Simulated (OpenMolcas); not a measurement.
## Be I: thermal populations, worked from levels

| Item | Value |
| --- | --- |
| Program | OpenMolcas |
| Basis | ANO-RCC-VTZP [4s3p2d1f] |
| Scalar Hamiltonian | DKH2, point nucleus |
| Active space | 2 electrons in 9 orbitals (RAS2 2s 2p; RAS3 3d, at most 2 electrons) |
| State averaging | 2S+1 = 3 even, 3 roots; 2S+1 = 1 even, 6 roots; 2S+1 = 3 odd, 3 roots; 2S+1 = 1 odd, 3 roots |
| Spin-orbit coupling | state interaction with AMFI integrals over the reference wave functions, term energies averaged over their components |

Methods: RASSCF; SS-RASPT2, IPEA 0.25 Eh, imaginary shift 0.1 Eh (closed shells correlated: 1s). Measured levels: NIST Handbook of Basic Atomic Spectroscopic Data.

**Thermal populations.** Z = Σ (2J + 1) exp(-E/kT) with k = 0.695035 cm-1/K, over the levels below. No other level of either list lies under 52000 cm-1, which is above 7 kT at each temperature.

```tsv
Level	2J + 1	SS-RASPT2	measured
2s² ¹S₀	1	0.0	0.0
2s 2p ³P°₀	1	21839	21978
2s 2p ³P°₁	3	21840	21979
2s 2p ³P°₂	5	21842	21981
2s 2p ¹P°₁	3	43860	42565
```

```json
{"T (K)": "8000", "Z, SS-RASPT2": "1.178", "Z, measured levels": "1.174", "Ground level (%), SS-RASPT2": "84.9", "Ground level (%), measured levels": "85.2"}
```

At 8000 K, kT = 5560 cm-1, and the computed levels give Z = 1.000 + 0.020 + 0.059 + 0.098 + 0.001 = 1.178.

Active for correlation alone: 3d; no level in the range computed is led by a configuration that fills it, so any true level of that kind is missing. Without dynamic correlation excited terms often stand tens of per cent too high (terms of higher spin than the ground term too low), and those without a measured partner can miss by more than the paired ones (holds for RASSCF). Measured partners are found by configuration, term and J. A level has none where our copy of the source lacks it or the pairing is in doubt (some pairs that miss far off the trend of their configuration count as doubtful), and it then counts in no deviation. Levels of configurations outside the active space are missing.

° marks odd parity.
